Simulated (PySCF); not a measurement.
C3H4O, SMILES O=C1CC1. Atoms are numbered in the order given.

```xyz
8

O      0.0000     0.0000    -1.5828
C      0.0000     0.0000    -0.3860
C      0.0000    -0.7840     0.8605
C      0.0000     0.7840     0.8605
H     -0.9210    -1.2956     1.1630
H      0.9210    -1.2956     1.1630
H      0.9210     1.2956     1.1630
H     -0.9210     1.2956     1.1630
```
Charge 0, spin multiplicity 1.

Coordinates come from a B3LYP-D3(BJ)/def2-SVP optimisation.

Two levels are set side by side: PBE/pcJ-1 (PySCF) and B3LYP/pcJ-1 (PySCF). One-bond couplings, all four terms, same geometry. Isotopes: 13C, 17O, 1H. Differences are taken from unrounded values.

| quantity | B3LYP | PBE | PBE minus B3LYP |
|---|---|---|---|
| ¹J(C2,C3) (Hz) | 24.9 | 19.1 | -5.8 |
| ¹J(C2,C4) (Hz) | 24.9 | 19.1 | -5.8 |
| ¹J(C3,C4) (Hz) | 11.7 | 6.6 | -5.1 |
| ¹J(C3,H5) (Hz) | 169.8 | 155.5 | -14.4 |
| ¹J(C3,H6) (Hz) | 169.8 | 155.5 | -14.4 |
| ¹J(C4,H7) (Hz) | 169.8 | 155.5 | -14.4 |
| ¹J(C4,H8) (Hz) | 169.8 | 155.5 | -14.4 |

Rough cost on one machine, each run with all the roots and properties that it gave: B3LYP against PBE about 2 times.
